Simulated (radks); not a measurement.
The nuclear charge of the technetium ion Tc2+ is varied continuously with 41 electrons held in [Kr] 4d5. All-electron calculation, scalar-relativistic Kohn-Sham, PBE, spin-unpolarised, spherical densities, finite nucleus; Fermi nuclear charge, rms radius 4.4112 fm. Program: a radial shooting solver on a logarithmic mesh with Libxc functionals. By the Hellmann-Feynman theorem dE/dZ = E(electron-nucleus)/Z, the electronic potential at the nucleus (averaged over a nucleus of fixed radius). The scalar-relativistic energy here is not variational (the density holds large components alone), so the two differ by a part that grows with Z.

Z      E (hartree)  E(electron-nucleus)/Z (hartree)  HOMO  e(HOMO) (eV)  <r> HOMO (bohr)
42     -4048.30907                         -232.056    4d       -10.414            1.892
42.25  -4106.69307                         -233.937    4d       -13.144            1.810
42.5   -4165.55011                         -235.817    4d       -16.077            1.738
42.75  -4224.87991                         -237.696    4d       -19.199            1.675
43     -4284.68233                         -239.574    4d       -22.501            1.618
43.25  -4344.95731                         -241.452    4d       -25.974            1.567
43.5   -4405.70487                         -243.330    4d       -29.611            1.521
43.75  -4466.92509                         -245.208    4d       -33.405            1.478
44     -4528.61813                         -247.087    4d       -37.352            1.439

The central difference of E at Z = 43 is -240.155 hartree, to compare with the third column; the second derivative is -7.56 hartree.
